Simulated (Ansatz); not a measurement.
Input for Ansatz (a quantum-chemistry and plane-wave program): R-PBE/def2-TZVPP on H4SiTe (SMILES [SiH3][TeH]), a point of a torsion scan. Elements past Kr take the def2 small-core potentials; no spin–orbit coupling.

Ansatz 0.2 input:
```yaml
crystal:
  periodic: [false, false, false]
  atoms:
    - {symbol: Si, position_ang: [-0.64973864, 0.05165103, 0.01262027]}
    - {symbol: Te, position_ang: [1.67302370, 0.90023143, -0.22484673]}
    - {symbol: H, position_ang: [-0.83180413, -0.52798917, 1.33361743]}
    - {symbol: H, position_ang: [-1.60384212, 1.13971679, -0.17498784]}
    - {symbol: H, position_ang: [-0.92110264, -0.96083441, -1.00258776]}
    - {symbol: H, position_ang: [2.05924162, 0.42409278, 1.30230127]}
basis:
  gaussian:
    orbitals: def2-TZVPP
hamiltonian:
  xc: {name: PBE}
scf: {lower_state_search: off}
```

Output:

```
WARN ansatz: RAYON_NUM_THREADS=1 ignored (pool sized by the plan → 1); use --threads N
Functional definition: PBE
these checks for a lower state are left out or cut short: stability, starts, cluster_reference, orbital_swaps, neighbouring_geometries, increment
integrals: 0.06 GiB planned
910 factors; their error is unknown
mean field: 0.43 GiB planned
mean field evaluation 1: about -15230.8716 eV, gradient 1.8e1 eV
mean field evaluation 2: about -15230.6020 eV, gradient 2.3e1 eV
mean field evaluation 4: about -15232.1484 eV, gradient 1.1e0 eV
mean field evaluation 8: about -15232.1500 eV, gradient 2.4e-2 eV
mean field evaluation 16: about -15232.0095 eV, gradient 3.3e-5 eV
mean field -15232.00952711 eV, -559.7660254944 hartree, gradient 4.3e-6 eV, S^2 0.000000; 0 other end points of the search recorded, 0 dependent functions left out
reference -15232.00956582 eV, -559.7660269171 hartree; 21, 21 occupied and 127, 127 virtual orbitals, 910 factors
Total energy: -15232.00956582 eV, -559.7660269171 hartree
Checks for a lower state left out: stability, starts, cluster_reference, orbital_swaps, neighbouring_geometries, increment
```

The calculation finished and met its thresholds.

Cost: about 1.4 core-seconds (a rough figure).
